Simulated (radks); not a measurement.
Neutral sulfur inside a hard spherical wall (all orbitals vanish at R), configuration held at [Ne] 3s2 3p4 and not refilled when levels cross. Method: non-relativistic Kohn-Sham, PBE, spin-polarised, spherical densities, point nucleus; open shells are filled with parallel spins first; computed with a radial shooting solver on a logarithmic mesh with Libxc functionals. Eigenvalues in eV for spin up, with the zero of energy where the potential of the charges vanishes at infinity; a dash marks a level that is unbound or too diffuse for the functional's potential to be trusted. A positive occupied level is held by the wall or, in an anion where self-interaction has pushed it up, behind a barrier. The pressure on the wall is -dE/dV.

R (bohr),E (hartree),kinetic (hartree),e(2s),e(2p),e(3s),e(3p),"e(4s, empty)","e(4p, empty)",pressure (GPa)
free,-397.94603,397.434,-210.37,-156.48,-17.888,-7.702,-,-,0
10,-397.94600,397.434,-210.36,-156.47,-17.885,-7.698,0.024,1.650,0.00109
8,-397.94546,397.439,-210.31,-156.42,-17.847,-7.662,0.908,3.196,0.0298
7,-397.94364,397.455,-210.20,-156.30,-17.759,-7.574,1.987,4.864,0.164
5,-397.90149,397.720,-208.69,-154.79,-16.732,-6.462,8.976,14.133,6.29
4,-397.73635,398.553,-205.19,-151.26,-14.408,-3.769,21.086,28.248,49.1
2.5,-395.21938,407.350,-182.32,-128.02,5.164,18.824,102.50,112.37,1900
1.5,-376.01014,455.139,-120.61,-63.847,117.73,133.76,444.92,432.83,55300
